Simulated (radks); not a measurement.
The oxygen ion O2+, 6 electrons, occupied as [He] 2s2 2p2. All-electron calculation, scalar-relativistic Kohn-Sham, SOGGA, spin-polarised, spherical densities, finite nucleus; open shells are filled with parallel spins first; Fermi nuclear charge, rms radius 2.6991 fm. Program: a radial shooting solver on a logarithmic mesh with Libxc functionals.

Unscreened Slater integrals over Kohn-Sham orbitals (eV). They are taken over the spin-up orbitals.

\begin{tabular}{lr}
integral & value \\ \hline
F0(2p,2p) & 25.232 \\
F2(2p,2p) & 11.689 \\
F0(2p,2s) & 24.546 \\
G1(2p,2s) & 14.921 \\
F0(2p,1s) & 35.399 \\
G1(2p,1s) & 4.3668 \\
F0(2s,2s) & 24.131 \\
F0(2s,1s) & 34.008 \\
G0(2s,1s) & 2.7183 \\
F0(1s,1s) & 128.23 \\
\end{tabular}

Derived for the open shells (J is the average intra-shell exchange parameter used in DFT+U). 2p: J = F2/5 = 2.338 eV; in LS coupling 1D lies 6 F2/25 = 2.805 eV above 3P.
